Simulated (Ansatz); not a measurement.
Consider the cleavage of the Al–Sn bond: `[CH3][Al]([CH3])[SnH3]` + `BN` → `B[NH][Al]([CH3])[CH3]` + `[SnH4]`.

Computed with Ansatz on PBE0-D4/def2-TZVP structures; ΔE is electronic, products minus reactants. CCSD(T)/CBS is the MP2 limit (def2-TZVPP, def2-QZVPP) plus CCSD(T) − MP2 in def2-TZVPP, frozen cores. This one scheme is used for every species. Functionals use def2-TZVPP. B3LYP here is the variant with VWN-RPA as its local correlation; programs differ in this. def2 core potentials past Kr. For Sn outer-core shells are correlated without core-valence functions, which leaves a few kJ/mol of doubt a bond. One conformer a species, not always the lowest.

```json
{"level": "B3LYP-D4", "ΔE (kJ/mol)": "-38.7"}
{"level": "B2PLYP", "ΔE (kJ/mol)": "-40.6"}
```

**Question.** What does CCSD(T)/CBS give? (An estimate is asked.)

**Answer.** Computed: -34.8 kJ/mol. The listed levels differ from it by -3.9, -5.8 kJ/mol.

Largest T1 diagnostic among the species: 0.013.

From PBE to PBE0 (25 % exact exchange), in def2-TZVPP and without D4, ΔE moves by −4.2 kJ/mol. In def2-TZVPP, CCSD(T) changes the Hartree–Fock value by +6.2 kJ/mol (the triples alone add +0.5 kJ/mol) and MP2 by +5.8 kJ/mol.
